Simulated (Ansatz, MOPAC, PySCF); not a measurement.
Molecule: fluoro(trimethyl)silane, C3H9FSi (charge 0, singlet). SMILES: C[Si](C)(C)F
Geometry: optimised at B3LYP-D3(BJ)/def2-TZVP (Ansatz, a program for electronic structure).

Unscaled harmonic wavenumbers (cm⁻¹) in rising order, each level at the stationary point that it reaches from this structure (no distance between atoms moves by over 0.3 Å); the order of modes can differ between levels, and a negative number is imaginary. B3LYP-D3(BJ)/def2-TZVP (PySCF, at the structure above): 133, 156, 156, 192, 192, 231, 279, 279, 608, 686, 696, 696, 772, 772, 786, 873, 873, 917, 1294, 1294, 1301, 1450, 1456, 1456, 1464, 1464, 1474, 3028, 3028, 3030, 3095, 3095, 3098, 3102, 3103, 3103.

PM6 (MOPAC): 84, 109, 109, 196, 196, 241, 274, 274, 584, 611, 617, 617, 679, 687, 687, 869, 869, 873, 1210, 1210, 1213, 1221, 1221, 1228, 1228, 1228, 1229, 2677, 2677, 2678, 2680, 2680, 2680, 2748, 2748, 2754. Zero-point energy 62.7 against 70.9 kcal/mol; where all levels lie over 400 cm⁻¹, the wavenumbers are on average 0.891 times those of B3LYP-D3(BJ)/def2-TZVP.

PM7 (MOPAC): 105, 116, 116, 200, 200, 240, 279, 279, 640, 726, 726, 794, 818, 820, 820, 890, 890, 960, 1272, 1276, 1276, 1283, 1283, 1283, 1298, 1298, 1310, 2639, 2641, 2641, 2643, 2643, 2646, 2739, 2739, 2745. Zero-point energy 64.7 against 70.9 kcal/mol; where all levels lie over 400 cm⁻¹, the wavenumbers are on average 0.951 times those of B3LYP-D3(BJ)/def2-TZVP.

HF/6-31G* (Ansatz): 135, 155, 155, 198, 198, 246, 295, 295, 633, 742, 742, 752, 841, 841, 861, 952, 952, 1008, 1459, 1459, 1467, 1595, 1601, 1601, 1607, 1607, 1617, 3189, 3189, 3192, 3253, 3253, 3257, 3262, 3264, 3264. Zero-point energy 76.0 against 70.9 kcal/mol; where all levels lie over 400 cm⁻¹, the wavenumbers are on average 1.081 times those of B3LYP-D3(BJ)/def2-TZVP.

B3LYP/6-31G* (Ansatz): 134, 153, 154, 185, 185, 235, 277, 277, 599, 696, 696, 698, 784, 784, 805, 891, 891, 951, 1335, 1335, 1344, 1485, 1492, 1492, 1498, 1498, 1510, 3043, 3043, 3046, 3114, 3114, 3117, 3122, 3123, 3123. Zero-point energy 71.8 against 70.9 kcal/mol; where all levels lie over 400 cm⁻¹, the wavenumbers are on average 1.015 times those of B3LYP-D3(BJ)/def2-TZVP.
